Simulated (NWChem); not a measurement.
# C3H4O2; SMILES O1CC(C1)=O

```xyz
9

O      0.0000     0.0000     1.8661
C      0.0000     0.0000     0.6632
C      0.0000     1.0535    -0.4542
O      0.0000     0.0000    -1.4390
C      0.0000    -1.0535    -0.4542
H      0.9065     1.7022    -0.4922
H     -0.9065     1.7022    -0.4922
H      0.9065    -1.7022    -0.4922
H     -0.9065    -1.7022    -0.4922
```
Atoms are numbered in this order, from 1.

Program: NWChem. Pople sets run with spherical d functions. Geometry: optimised at PBE-D3(BJ)/def2-SVP. Atomic charges in e: unrestrained fits to the electrostatic potential beside Mulliken populations; buried atoms are poorly determined by the fit.

Estimate the computed values for Hartree-Fock/6-31G*. Quantities: ESP O1; Mulliken O1; ESP C2; Mulliken C2; ESP C3; Mulliken C3; ESP O4; Mulliken O4; ESP C5; Mulliken C5; relative RMS misfit of the potential (%).


```json
{
 "ESP O1": "-0.51",
 "Mulliken O1": "-0.50",
 "ESP C2": "0.40",
 "Mulliken C2": "0.44",
 "ESP C3": "0.26",
 "Mulliken C3": "-0.05",
 "ESP O4": "-0.52",
 "Mulliken O4": "-0.66",
 "ESP C5": "0.26",
 "Mulliken C5": "-0.05",
 "relative RMS misfit of the potential (%)": "21"
}
```
